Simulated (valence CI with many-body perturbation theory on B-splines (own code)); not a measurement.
**E1 transitions of Er54+**

Method: relativistic CI+MBPT: four valence electrons over a frozen Dirac-Fock core [Ne], radial functions for each j: 11 s, 11 p, 9 d, 7 f, 5 g, 2 h, 1 i, with the one-electron correlation potential Σ1, the two-electron term Σ2, the three-electron term Σ3, Breit, model QED; selected CI, second order for the rest (own B-spline code, finite nucleus).

No measured spectrum was set against this ion. As an estimate, large intervals hold to a few tenths of a per cent, small ones and those within an open d or f shell to about a per cent.

Lines 51 to 100 of 230 in falling wavelength, among levels below 69.738 Ry, chosen from the strongest by gf and those to the six lowest levels. Wavelengths and rates use the calculated energies. Electric multipoles are in the length gauge, E1 and E2 with the static RPA response of the core. Weak lines are less certain than strong ones. Lines between different terms over intervals too small for the method are left out, as are lines whose strength nearly cancels. The highest levels of a list are the least certain.

Levels are named by their leading jj configuration (3d3/2^4 stands for four electrons in 3d with j = 3/2), which in mixed levels can hold well under half, so a name can repeat and another be missing. Letters in brackets count levels of one name in rising energy.

```
λ vac (Å)                           Upper                       Lower   A (s⁻¹)  S (a.u.)
    68.57  (3s 3p1/2 3p3/2 3d3/2) J=2 [a]  (3s 3p1/2 3p3/2^2) J=2 [a]  1.35e+10  1.08e-02
    68.16  (3s 3p1/2 3p3/2 3d3/2) J=2 [b]      (3s 3p1/2 3p3/2^2) J=3  4.60e+10  3.60e-02
    68.05          (3s 3p1/2^2 3d3/2) J=2      (3s 3p1/2^2 3p3/2) J=1  4.31e+09  3.35e-03
    67.72  (3s 3p1/2 3p3/2 3d3/2) J=2 [c]  (3s 3p1/2 3p3/2^2) J=2 [b]  1.53e+10  1.17e-02
    65.47          (3s^2 3p1/2 3d3/2) J=2      (3s^2 3p1/2 3p3/2) J=2  7.12e+09  4.93e-03
    62.66          (3s^2 3p1/2 3d3/2) J=2      (3s^2 3p1/2 3p3/2) J=1  2.89e+08  1.75e-04
    61.55          (3s 3p1/2^2 3d3/2) J=1      (3s 3p1/2^2 3p3/2) J=2  4.41e+09  1.52e-03
    59.67          (3s 3p1/2^2 3d3/2) J=2      (3s 3p1/2^2 3p3/2) J=2  1.19e+10  6.25e-03
    56.96          (3s 3p1/2^2 3d5/2) J=3      (3s^2 3p1/2 3d3/2) J=2  1.77e+08  1.13e-04
    54.50          (3s^2 3p1/2 3d3/2) J=1      (3s^2 3p1/2 3p3/2) J=2  3.78e+09  9.05e-04
    53.86          (3s 3p1/2^2 3d5/2) J=2      (3s^2 3p1/2 3d3/2) J=2  9.59e+08  3.70e-04
    52.54          (3s^2 3p1/2 3d3/2) J=1      (3s^2 3p1/2 3p3/2) J=1  2.24e+09  4.81e-04
    50.60  (3s 3p1/2 3p3/2 3d5/2) J=2 [b]  (3s 3p1/2 3p3/2^2) J=2 [b]  3.58e+10  1.14e-02
    49.79  (3s 3p1/2 3p3/2 3d5/2) J=1 [b]  (3s 3p1/2 3p3/2^2) J=1 [b]  3.00e+10  5.48e-03
    48.71  (3s 3p1/2 3p3/2 3d5/2) J=1 [a]      (3s 3p1/2 3p3/2^2) J=0  3.85e+10  6.59e-03
    48.54          (3s 3p1/2^2 3d5/2) J=2      (3s 3p1/2^2 3p3/2) J=1  1.10e+11  3.11e-02
    48.51  (3s 3p1/2 3p3/2 3d5/2) J=3 [a]      (3s 3p1/2 3p3/2^2) J=3  2.08e+10  8.21e-03
    48.21          (3s^2 3p3/2 3d5/2) J=2          (3s^2 3p3/2^2) J=2  1.05e+11  2.89e-02
    47.92  (3s 3p1/2 3p3/2 3d5/2) J=1 [b]  (3s 3p1/2 3p3/2^2) J=2 [b]  2.69e+10  4.39e-03
    47.71  (3s 3p1/2 3p3/2 3d5/2) J=1 [c]  (3s 3p1/2 3p3/2^2) J=1 [b]  3.52e+10  5.66e-03
    47.56          (3s^2 3p1/2 3d5/2) J=2      (3s^2 3p1/2 3p3/2) J=2  2.79e+10  7.42e-03
    47.41          (3s^2 3p1/2 3d5/2) J=3      (3s^2 3p1/2 3p3/2) J=2  1.36e+11  5.00e-02
    47.38  (3s 3p1/2 3p3/2 3d5/2) J=2 [a]  (3s 3p1/2 3p3/2^2) J=2 [a]  1.09e+11  2.87e-02
    47.06      (3s 3p1/2 3p3/2 3d5/2) J=0  (3s 3p1/2 3p3/2^2) J=1 [b]  2.62e+11  1.35e-02
    46.80  (3s 3p1/2 3p3/2 3d5/2) J=3 [b]      (3s 3p1/2 3p3/2^2) J=3  1.09e+11  3.84e-02
    46.36  (3s 3p1/2 3p3/2 3d5/2) J=4 [b]      (3s 3p1/2 3p3/2^2) J=3  1.30e+11  5.77e-02
    46.18          (3s 3p1/2^2 3d5/2) J=3      (3s 3p1/2^2 3p3/2) J=2  1.33e+11  4.52e-02
    46.06          (3s^2 3p1/2 3d5/2) J=2      (3s^2 3p1/2 3p3/2) J=1  1.90e+11  4.59e-02
    46.03  (3s 3p1/2 3p3/2 3d5/2) J=2 [d]  (3s 3p1/2 3p3/2^2) J=1 [b]  2.61e+11  6.28e-02
    46.03  (3s 3p1/2 3p3/2 3d5/2) J=2 [b]      (3s 3p1/2 3p3/2^2) J=3  6.98e+10  1.68e-02
    45.93          (3s^2 3p3/2 3d5/2) J=1          (3s^2 3p3/2^2) J=0  2.35e+11  3.37e-02
    45.84  (3s 3p1/2 3p3/2 3d5/2) J=1 [c]  (3s 3p1/2 3p3/2^2) J=1 [a]  2.07e+11  2.95e-02
    45.75  (3s 3p1/2 3p3/2 3d5/2) J=3 [d]  (3s 3p1/2 3p3/2^2) J=2 [b]  2.80e+11  9.25e-02
    45.71  (3s 3p1/2 3p3/2 3d5/2) J=3 [a]  (3s 3p1/2 3p3/2^2) J=2 [a]  1.75e+11  5.78e-02
    45.54  (3s 3p1/2 3p3/2 3d5/2) J=1 [b]      (3s 3p1/2 3p3/2^2) J=0  1.38e+11  1.93e-02
    45.51  (3s 3p1/2 3p3/2 3d5/2) J=2 [c]  (3s 3p1/2 3p3/2^2) J=2 [b]  8.35e+10  1.94e-02
    45.37  (3s 3p1/2 3p3/2 3d5/2) J=2 [c]  (3s 3p1/2 3p3/2^2) J=1 [a]  2.19e+11  5.04e-02
    45.24      (3s 3p1/2 3p3/2 3d5/2) J=0  (3s 3p1/2 3p3/2^2) J=1 [a]  1.19e+11  5.42e-03
    44.31          (3s^2 3p3/2 3d5/2) J=3          (3s^2 3p3/2^2) J=2  4.68e+11  1.41e-01
    44.29  (3s 3p1/2 3p3/2 3d5/2) J=2 [d]  (3s 3p1/2 3p3/2^2) J=1 [a]  2.00e+10  4.29e-03
    44.19  (3s 3p1/2 3p3/2 3d5/2) J=4 [c]      (3s 3p1/2 3p3/2^2) J=3  1.63e+11  6.25e-02
    44.18  (3s 3p1/2 3p3/2 3d5/2) J=3 [b]  (3s 3p1/2 3p3/2^2) J=2 [a]  1.25e+11  3.71e-02
    44.12  (3s 3p1/2 3p3/2 3d5/2) J=1 [a]  (3s 3p1/2 3p3/2^2) J=2 [a]  3.34e+10  4.24e-03
    44.12          (3s 3p1/2^2 3d5/2) J=2      (3s 3p1/2^2 3p3/2) J=2  3.76e+10  7.96e-03
    43.00          (3s^2 3p3/2 3d5/2) J=1          (3s^2 3p3/2^2) J=2  6.26e+10  7.36e-03
    42.18  (3s 3p1/2 3p3/2 3d5/2) J=3 [c]  (3s 3p1/2 3p3/2^2) J=2 [a]  1.33e+11  3.46e-02
    41.98  (3s 3p1/2 3p3/2 3d5/2) J=3 [d]      (3s 3p1/2 3p3/2^2) J=3  5.00e+10  1.28e-02
    40.86  (3s 3p1/2 3p3/2 3d5/2) J=2 [d]      (3s 3p1/2 3p3/2^2) J=3  4.21e+10  7.09e-03
    35.00  (3s 3p1/2 3p3/2 3d3/2) J=2 [a]      (3s^2 3p1/2 3d3/2) J=2  4.35e+09  4.60e-04
    34.18      (3s 3p1/2 3p3/2^2) J=2 [a]      (3s^2 3p1/2 3p3/2) J=2  1.12e+10  1.10e-03
```
